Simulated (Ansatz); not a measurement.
Species: sum formula H$_{6}$SiNO$_{3}$ (charge +1, singlet). It need not be the lowest isomer of its formula. 
Coordinates optimised at B3LYP-D3(BJ)/def2-TZVP (Ansatz, an electronic-structure program):
```
Si
O 1 1.6047
H 2 0.9617 1 125.43
O 1 1.6047 2 121.30 3 -95.75
H 4 0.9617 1 125.43 2 95.75
N 1 1.6575 2 115.38 3 51.77
H 6 1.0087 1 123.55 2 -168.12
H 6 1.0087 7 112.60 1 173.90
O 1 1.8293 2 93.15 3 168.64
H 9 0.9726 1 117.47 2 -7.41
H 9 0.9726 10 110.96 1 -139.10
```
Charge +1, spin multiplicity 1.

Parts of the frozen-core correlation energy in cc-pV(T+d)Z (Ansatz, hartree). Frozen orbitals: 9; correlated occupied orbitals by spin: 16 and 16; virtual: 218 and 218. No spin-orbit coupling. No relativistic terms.

```json
[
 {"term": "reference (HF)", "value": "-571.55550"},
 {"term": "MP2 opposite-spin", "value": "-0.78647"},
 {"term": "MP2 same-spin", "value": "?"},
 {"term": "CCSD correlation", "value": "?"},
 {"term": "(T)", "value": "?"},
 {"term": "T1 diagnostic", "value": "0.010"},
 {"term": "largest doubles amplitude", "value": "0.023"}
]
```

Q: Complete the blanks.

A: 
- MP2 same-spin, value: -0.26350
- CCSD correlation, value: -1.06936
- (T), value: -0.03690
